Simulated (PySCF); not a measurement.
C2HBCl2. Atoms are numbered in the order given.

```xyz
6

B      0.0000     0.0000     0.0157
C      0.0000     0.0000     1.5307
C      0.0000     0.0000     2.7604
H      0.0000     0.0000     3.8430
Cl     0.0000     1.5186    -0.8726
Cl     0.0000    -1.5186    -0.8726
```

Geometry optimised at PBE-D3(BJ)/def2-SVP.

Calculation: PBE0/pcSseg-1 (PySCF).

GIAO shieldings, no solvent; atoms alike by connectivity are averaged. δ = σ(ref) − σ: ¹¹B against BF3 (σ = 88.8 ppm); ¹³C against TMS (σ = 186.3 ppm); ¹H against TMS (σ = 31.56 ppm); ³⁵Cl against HCl (σ = 945.9 ppm), references at their B3LYP-D3(BJ)/def2-TZVP geometries, non-relativistic (without spin–orbit terms, shifts of atoms bonded to Cl or Br come out too high).

```json
[
 {"atoms": "B1", "nucleus": "¹¹B", "count": "1", "δ (ppm)": "[?]"},
 {"atoms": "C3", "nucleus": "¹³C", "count": "1", "δ (ppm)": "119.2"},
 {"atoms": "C2", "nucleus": "¹³C", "count": "1", "δ (ppm)": "[?]"},
 {"atoms": "H4", "nucleus": "¹H", "count": "1", "δ (ppm)": "4.39"},
 {"atoms": "Cl5, Cl6", "nucleus": "³⁵Cl", "count": "2", "δ (ppm)": "303.0"}
]
```

Q: What belongs in the gaps? (An estimate is asked for; the answer gives what the named calculation found.)

A: 
- B1, δ (ppm): 32.8
- C2, δ (ppm): 92.5
